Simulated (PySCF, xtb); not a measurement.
C2H7FOSi2, SMILES C[Si@H](F)C(=O)[SiH3].

GFN2-xTB run with xtb at its own geometry gives an orbital gap of 1.80 eV and a dipole moment of 1.54 D.

Coordinates come from a B3LYP-D3(BJ)/def2-SVP optimisation. The structure was generated by enumeration; whether it is a known compound was not checked. One conformer was computed; it need not be the lowest.

**Question.** What does PySCF with PBE/def2-TZVP give? (The exact figures need the calculation; the answer reports its results.)

**Answer.** gap 2.03 eV (levels -5.22 and -3.19 eV), dipole 1.14 D.
